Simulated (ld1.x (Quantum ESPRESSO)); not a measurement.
Ranking TM semilocal potentials for Te

All share these settings but for the change named:

Te (Z = 52), norm-conserving Troullier–Martins (semilocal form), made with ld1.x (Quantum ESPRESSO) 7.5 (PW91, scalar-relativistic). Core [Kr], reference 4d10 5s2 5p4. Waves: 5s (bound): rc 1.45 bohr; 5p (bound): rc 2.20 bohr; 4f channel at 0.05 Ry: rc 2.20 bohr; 4d (bound): rc 1.05 bohr. Local part: the d channel. Core correction: a·sin(br)/r model core, default radius (core density twice the valence density).

Test errors are all-electron minus pseudo excitation energies from the reference, over 4d10 5s2 5p3; 4d10 5s2 5p2; 4d10 5s2 5p1; 4d10 5s1 5p5; 4d9 5s2 5p5; 4d10 5s2 5p3.5; 4d10 5s2 5p0. None of these files shows a bound ghost.

The base gives 252.3 meV.

Of 8 variants that were run, those that failed, showed a ghost or another fault, or gave nearly equal values are left out.

In the semilocal form every listed channel keeps its own potential, so the choice of the local channel does not act on these tests. It acts once the file is put into the separable form.

A variant can come out equal or close to the base, since the largest error may sit in a test that the change hardly touches while other tests move.

Q: Rank these variants by their largest absolute test error, smallest first.
A. wave 5s (bound): rc 1.45 bohr becomes 5s (bound): rc 1.40 bohr
B. wave 4f channel at 0.05 Ry: rc 2.20 bohr becomes 4f channel at 0.05 Ry: rc 2.34 bohr
C. form changed from semilocal to separable (Kleinman–Bylander), still TM; local potential the s channel

A: A (217.9 meV), B (252.3 meV), C (420.8 meV).
